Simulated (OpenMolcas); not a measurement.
**In2+: effect of the active space**

```json
{
  "Program": "OpenMolcas",
  "Method": "CASSCF",
  "Basis": "ANO-RCC-VQZP",
  "Scalar Hamiltonian": "DKH2, point nucleus",
  "Spin-orbit coupling": "RASSI with atomic mean-field integrals over the reference wave functions, term energies averaged over their components"
}
```

A. 1 electron in 4 orbitals (5s 5p); 2S+1 = 2 even, 1 root; 2S+1 = 2 odd, 3 roots; cost about 8 core-seconds
B. 1 electron in 8 orbitals (5s 5p 6s 6p); 2S+1 = 2 even, 1 root; 2S+1 = 2 odd, 3 roots; cost of the order of 17 core-seconds

Energies in cm⁻¹ above 5s ²S_1/2, the measured ground level; measured values from Moore, Atomic Energy Levels, vol. III, NSRDS-NBS 35 (1971 reprint of NBS Circular 467, 1958).

```
     Level      A      B  Measured
 5s ²S_1/2    0.0    0.0       0.0
5p ²P°_1/2  54215  54215     57181
5p ²P°_3/2  57685  57685     61523
```

Deviations, from unrounded energies. A percentage is the sum of absolute deviations over the sum of measured energies, with the sign that they share, or ± where signs differ.

```csv
Against measurement,Levels,A,B
mean absolute deviation (cm-1),2,3400,3400
other configurations (%),2,-5.7,-5.7
```

A, B lie about equally close to measurement. The largest miss of B in the table is 5p ²P°_3/2, by -3800 cm-1. The ranking rests on the paired levels alone, and a cruder setting can come out closer through cancelling errors.

Between A and B no level of the table moves by more than 5 cm-1.

With one active electron the reference holds no correlation, so core polarisation is missing. With one active electron outside closed inactive shells, the extra shells (6p 6s) add no correlation to the reference (holds for B). Computed and measured levels are paired by configuration, term and J; levels that our copy of the source lacks, or whose pairing is in doubt (as where it misses far off the trend of its configuration), stay unpaired and out of the deviations. Only configurations of the active space appear.

° marks odd parity.
